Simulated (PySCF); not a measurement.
Compound: C6H5BF2S.
Structure used (PBE0-D3(BJ)/def2-SVP), in Å, numbered top down from 1:
```xyz
15
C6H5BF2S angstrom
F      3.1908    0.4352   -0.9669
B      2.5507   -0.1455    0.0352
F      3.2963   -0.7318    0.9590
C      1.0103   -0.1365    0.1161
C      0.3356   -0.7799    1.1662
C     -1.0496   -0.7801    1.2406
C     -1.8053   -0.1251    0.2558
S     -3.5564   -0.1652    0.4119
C     -1.1473    0.5249   -0.7984
C      0.2395    0.5142   -0.8607
H      0.9130   -1.2931    1.9393
H     -1.5549   -1.2895    2.0647
H     -3.8299    0.5615   -0.6912
H     -1.7239    1.0384   -1.5714
H      0.7397    1.0236   -1.6884
```

All values: wB97X-D/def2-SVPD (PySCF, non-relativistic), on one gas-phase PBE0-D3(BJ)/def2-SVP geometry that isn't relaxed in the solvent. The solvent is an IEF-PCM continuum (van der Waals radii × 1.2), and excitations are vertical TDDFT with non-equilibrium linear response and a frozen core. Only the electrostatic response of the medium enters.

```csv
run,E − E(gas) (kcal/mol),HOMO (eV),HOMO–LUMO gap (eV),dipole (D),lowest singlet (eV),static polarisability (au)
gas,0.00,-8.56,8.63,2.10,4.95,106.1
P,-5.25,-8.43,8.61,2.71,4.89,150.6
Q,-4.92,-8.43,8.61,2.67,4.89,147.3
```

The runs were made in acetone and water. Which run belongs to which solvent?

P = water, Q = acetone. The dielectric constants are 20.49 (acetone), 78.36 (water), and the energy falls further as ε rises. The optical constants n² used for the excitations are 1.85, 1.78 in the same order. In this model the ground state sees the solvent through ε alone.

How constant is the ratio of the lowering to (ε − 1)/(2ε + 1)?

```json
{"solvent": "acetone", "(ε − 1)/(2ε + 1)": "0.464", "E − E(gas) (kcal/mol)": "-4.92", "ratio (kcal/mol)": "-10.6", "polarisation term (kcal/mol)": "-5.62"}
{"solvent": "water", "(ε − 1)/(2ε + 1)": "0.490", "E − E(gas) (kcal/mol)": "-5.25", "ratio (kcal/mol)": "-10.7", "polarisation term (kcal/mol)": "-6.05"}
```

The ratio changes by +1.0 % in size from acetone to water. The polarisation term is half the interaction of the solute with the induced surface charges.

The pairwise dispersion term of wB97X-D wasn't added to the energies; at a given geometry it leaves orbitals and properties as they are.
